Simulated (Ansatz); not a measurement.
`C=CB(C)[SiH3]` and `CB(N)[SiH3]` differ in one atom or group.

Ansatz, PBE0-D4/def2-TZVP geometries, multiplicity 1. Each molecule was computed in one conformer, which needn't be the lowest.

```json
{"property": "HOMO–LUMO gap (B3LYP/def2-TZVPP) / eV", "`C=CB(C)[SiH3]`": "5.17"}
{"property": "size of the dipole moment (B3LYP/def2-TZVPP) / D", "`C=CB(C)[SiH3]`": "1.77"}
{"property": "size of the dipole moment (ωB97M-V/def2-TZVPP) / D", "`C=CB(C)[SiH3]`": "1.77"}
{"property": "LUMO energy (B3LYP/def2-TZVPP) / eV", "`C=CB(C)[SiH3]`": "-2.24"}
{"property": "HOMO energy (ωB97M-V/def2-TZVPP) / eV", "`C=CB(C)[SiH3]`": "-9.74"}
{"property": "HOMO energy (B3LYP/def2-TZVPP) / eV", "`C=CB(C)[SiH3]`": "-7.41"}
```

What does the change do to each property? (Estimate.)

Ansatz gave: 
```
                                          property  `CB(N)[SiH3]`  shift
             HOMO–LUMO gap (B3LYP/def2-TZVPP) / eV           7.15   1.98
  size of the dipole moment (B3LYP/def2-TZVPP) / D           2.32   0.55
size of the dipole moment (ωB97M-V/def2-TZVPP) / D           2.35   0.58
               LUMO energy (B3LYP/def2-TZVPP) / eV          -0.33   1.91
             HOMO energy (ωB97M-V/def2-TZVPP) / eV          -9.80  -0.06
               HOMO energy (B3LYP/def2-TZVPP) / eV          -7.48  -0.07
```

With PBE0 the HOMO falls by 0.06 eV and the LUMO rises by 1.92 eV, so the gap widens by about 1.98 eV. PBE moves the HOMO by -0.02 eV and ωB97M-V by -0.06 eV. Dipoles are sizes alone; their direction can turn.

B3LYP here is the variant with VWN-RPA as its local correlation; programs differ in this.
